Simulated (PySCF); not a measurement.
## Deuteron quadrupole couplings in `c1cnc(C2CC2)pc1`

Compound: C₇H₈NP.
Cartesian coordinates in Å at the GFN2-xTB level; atoms count from 1:
```
atom  x, y, z in Å
C1     2.8639   -0.0082    0.2005
C2     2.1267   -0.3849   -0.9117
N3     0.8092   -0.4227   -0.9806
C4     0.0254   -0.0958    0.0232
C5    -1.4189   -0.1998   -0.2565
C6    -2.3706    0.8060    0.3388
C7    -2.3744   -0.5950    0.8392
P8     0.5407    0.4445    1.6270
C9     2.2542    0.3744    1.3787
H10    3.9432   -0.0173    0.1387
H11    2.6317   -0.6813   -1.8234
H12   -1.6218   -0.5557   -1.2585
H13   -3.1937    1.1469   -0.2706
H14   -1.9445    1.5701    0.9748
H15   -1.9530   -0.7857    1.8168
H16   -3.2008   -1.2397    0.5815
H17    2.8758    0.6561    2.2216
```

Level: PBE0/pcSseg-1 (PySCF, non-relativistic); Q(2H) = 0.00286 b; rigid geometry, the same for H and D, with no vibrational averaging.

**Question.** Rank these positions by the coupling χzz of a deuteron there, largest first.
A. H16 (methylene hydrogen)
B. H10 (aromatic hydrogen)
C. H11 (aromatic hydrogen)

**Answer.** A (223 kHz), B (218 kHz), C (212 kHz).

**Question.** Give the electric field gradient Vzz (the principal value of largest size), its asymmetry and the 2H coupling at each hydrogen.

**Answer.** 
```json
{"atom": "H10", "bonded to": "C1", "bond length (Å)": "1.081", "Vzz (au)": "0.3238", "η": "0.07", "χzz (kHz)": "218"}
{"atom": "H11", "bonded to": "C2", "bond length (Å)": "1.084", "Vzz (au)": "0.3153", "η": "0.06", "χzz (kHz)": "212"}
{"atom": "H12", "bonded to": "C5", "bond length (Å)": "1.083", "Vzz (au)": "0.3194", "η": "0.08", "χzz (kHz)": "215"}
{"atom": "H13", "bonded to": "C6", "bond length (Å)": "1.079", "Vzz (au)": "0.3322", "η": "0.07", "χzz (kHz)": "223"}
{"atom": "H14", "bonded to": "C6", "bond length (Å)": "1.082", "Vzz (au)": "0.3235", "η": "0.09", "χzz (kHz)": "217"}
{"atom": "H15", "bonded to": "C7", "bond length (Å)": "1.082", "Vzz (au)": "0.3234", "η": "0.09", "χzz (kHz)": "217"}
{"atom": "H16", "bonded to": "C7", "bond length (Å)": "1.079", "Vzz (au)": "0.3323", "η": "0.07", "χzz (kHz)": "223"}
{"atom": "H17", "bonded to": "C9", "bond length (Å)": "1.085", "Vzz (au)": "0.3192", "η": "0.05", "χzz (kHz)": "214"}
```

**Question.** Give the 2H NMR doublet splittings at H14 for a magnetic field along the z, y and x axes of the gradient: 3χ/2, 3χ(1 + η)/4, 3χ(1 − η)/4.

**Answer.** With |χ| = 217.4 kHz and η = 0.086: 326, 177 and 149 kHz, to first order and without motion.

Geometry: GFN2-xTB, one conformer, isolated molecule. GFN2-xTB bond lengths can be off by several hundredths of an ångström, more for odd bonds, and the gradients follow them. With so small a basis the couplings can be 20 % off.
